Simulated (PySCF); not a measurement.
Compound: CH8AsGaS.
Numbering: `[CH3:1][S:2][GaH2-:3][AsH3+:4]` (hydrogens: H5, H6, H7 on C1; H8, H9 on Ga3; H10, H11, H12 on As4)

Computed by this run: PBE0-D3(BJ)/def2-SVP geometry optimisation, gas phase (PySCF 2.14.0); density fitting, grid level 1; the optimiser is geomeTRIC in internal coordinates, started from a GFN2-xTB structure with every atom displaced at random (about 0.01 Å).

Geometry at step 3:
```
atom  x, y, z in Å
C1     -2.1143    0.3950    0.3949
S2     -1.8430   -1.2770   -0.2746
Ga3     0.2634   -1.5925    0.3372
As4     1.7079    0.5881   -0.5812
H5     -3.1891    0.5254    0.5840
H6     -1.5746    0.5565    1.3367
H7     -1.7948    1.1517   -0.3389
H8      1.0017   -2.8077   -0.3293
H9      0.7156   -0.9150    1.6978
H10     1.4739    1.7430    0.3695
H11     2.0365    1.4256   -1.7940
H12     3.1353    0.3388   -0.1691
```

Problem. What forces act on the atoms?

Solution. 
| atom | Fx (eV/Å) | Fy (eV/Å) | Fz (eV/Å) |
| --- | --- | --- | --- |
| C1 | -0.082 | 0.048 | -0.084 |
| S2 | 0.007 | 0.048 | -0.026 |
| Ga3 | 0.094 | -0.090 | 0.030 |
| As4 | -0.140 | -0.085 | 0.069 |
| H5 | 0.007 | -0.002 | -0.012 |
| H6 | 0.035 | -0.012 | 0.085 |
| H7 | -0.026 | 0.020 | 0.055 |
| H8 | 0.006 | 0.077 | 0.029 |
| H9 | -0.058 | -0.070 | -0.007 |
| H10 | 0.005 | 0.007 | -0.040 |
| H11 | -0.003 | 0.053 | -0.150 |
| H12 | 0.155 | 0.007 | 0.051 |

The largest, 0.18 eV/Å, acts on As4; the rms over all components is 0.065 eV/Å. The forces sum to zero within rounding, as they must for an isolated molecule in no field.

Problem. Give the force on As4 in Eh/bohr and in nN.

Solution. 0.178 eV/Å ÷ 51.422 = 0.00345 Eh/bohr, and 0.178 eV/Å × 1.602 = 0.28 nN.

Problem. How far is this geometry from the end of the optimisation?

Solution. 0.146 eV above it, and 0.522 Å rms away after alignment. The bonds farthest from their final lengths, with half the difference of the two atoms' forces along the bond (positive lengthens):

```tsv
bond	now (Å)	final (Å)	force along bond (eV/Å)
Ga3–As4	2.772	2.696	-0.07
S2–Ga3	2.216	2.243	+0.06
Ga3–H9	1.586	1.570	-0.03
As4–H12	1.507	1.521	+0.13
Ga3–H8	1.570	1.566	-0.09
C1–S2	1.821	1.825	0.00
```

The angle farthest from its final value is Ga3–As4–H11, 144.7° against 110.4°.

Of the 4 listed bonds off by 0.010 Å or more, this force points towards the final length in 4.

The cost below is that of the whole optimisation. The run took 3.5 min on one thread of an AMD EPYC 7R43, shared host with 256 logical CPUs at a one-minute load of 114, and the process peaked at 0.55 GiB of memory.
